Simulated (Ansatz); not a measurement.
Pulling on the B1–H3 bond in iminoborane (SMILES B=N) (multiplicity 1 held, fragments rigid). Energies count from the point at 1.167 Å.
Geometry at that point (charge 0, multiplicity 1):
```xyz
4

B      0.000     0.000    -0.692
N      0.000     0.000     0.541
H      0.000     0.000    -1.859
H      0.000     0.000     1.533
```

Signs of static correlation in cc-pVTZ, with CASSCF(2,2), from Ansatz (a quantum-chemistry and plane-wave program) runs.

```json
[
 {"R (Å)": "0.933", "T1 of restricted CCSD": "0.016", "⟨S²⟩ of UHF": "0.000", "largest double amplitude of restricted CCSD": "0.054", "weight of the CASSCF reference in MRCISD": "0.915", "CASSCF natural occupations": "1.99 0.01"},
 {"R (Å)": "1.050", "T1 of restricted CCSD": "0.016", "⟨S²⟩ of UHF": "0.000", "largest double amplitude of restricted CCSD": "0.054", "weight of the CASSCF reference in MRCISD": "0.915", "CASSCF natural occupations": "1.99 0.01"},
 {"R (Å)": "1.167", "T1 of restricted CCSD": "0.016", "⟨S²⟩ of UHF": "0.000", "largest double amplitude of restricted CCSD": "0.054", "weight of the CASSCF reference in MRCISD": "0.914", "CASSCF natural occupations": "1.98 0.02"},
 {"R (Å)": "1.284", "T1 of restricted CCSD": "0.016", "⟨S²⟩ of UHF": "0.000", "largest double amplitude of restricted CCSD": "0.053", "weight of the CASSCF reference in MRCISD": "0.914", "CASSCF natural occupations": "1.98 0.02"},
 {"R (Å)": "1.400", "T1 of restricted CCSD": "0.016", "⟨S²⟩ of UHF": "0.000", "largest double amplitude of restricted CCSD": "0.053", "weight of the CASSCF reference in MRCISD": "0.914", "CASSCF natural occupations": "1.97 0.03"},
 {"R (Å)": "1.575", "T1 of restricted CCSD": "0.016", "⟨S²⟩ of UHF": "0.000", "largest double amplitude of restricted CCSD": "0.074", "weight of the CASSCF reference in MRCISD": "0.914", "CASSCF natural occupations": "1.95 0.05"},
 {"R (Å)": "1.750", "T1 of restricted CCSD": "0.017", "⟨S²⟩ of UHF": "0.000", "largest double amplitude of restricted CCSD": "…", "weight of the CASSCF reference in MRCISD": "0.914", "CASSCF natural occupations": "1.92 0.08"},
 {"R (Å)": "2.042", "T1 of restricted CCSD": "0.020", "⟨S²⟩ of UHF": "0.570", "largest double amplitude of restricted CCSD": "0.216", "weight of the CASSCF reference in MRCISD": "0.914", "CASSCF natural occupations": "1.84 0.16"},
 {"R (Å)": "2.334", "T1 of restricted CCSD": "0.024", "⟨S²⟩ of UHF": "0.864", "largest double amplitude of restricted CCSD": "…", "weight of the CASSCF reference in MRCISD": "0.914", "CASSCF natural occupations": "1.71 0.29"},
 {"R (Å)": "2.684", "T1 of restricted CCSD": "0.032", "⟨S²⟩ of UHF": "1.005", "largest double amplitude of restricted CCSD": "0.472", "weight of the CASSCF reference in MRCISD": "0.915", "CASSCF natural occupations": "1.52 0.48"},
 {"R (Å)": "3.151", "T1 of restricted CCSD": "0.042", "⟨S²⟩ of UHF": "1.065", "largest double amplitude of restricted CCSD": "0.657", "weight of the CASSCF reference in MRCISD": "0.915", "CASSCF natural occupations": "1.30 0.70"},
 {"R (Å)": "3.734", "T1 of restricted CCSD": "0.050", "⟨S²⟩ of UHF": "1.082", "largest double amplitude of restricted CCSD": "0.814", "weight of the CASSCF reference in MRCISD": "0.915", "CASSCF natural occupations": "1.13 0.87"}
]
```

Problem. Fill in the missing entries.

Solution. 
- 1.750, largest double amplitude of restricted CCSD: 0.123
- 2.334, largest double amplitude of restricted CCSD: 0.325

Doubts at one or more of the structures used: a restricted determinant that unrestricted orbitals would lower (R-CCSD(T)/cc-pVTZ); other coupled-cluster roots lie near (R-CCSD(T)/cc-pVTZ); a spin-contaminated determinant (U-CCSD(T)/cc-pVTZ); T1 above 0.05 (U-CCSD(T)/cc-pVTZ); the program's own flag: large difference (U-CCSD(T)/cc-pVTZ).
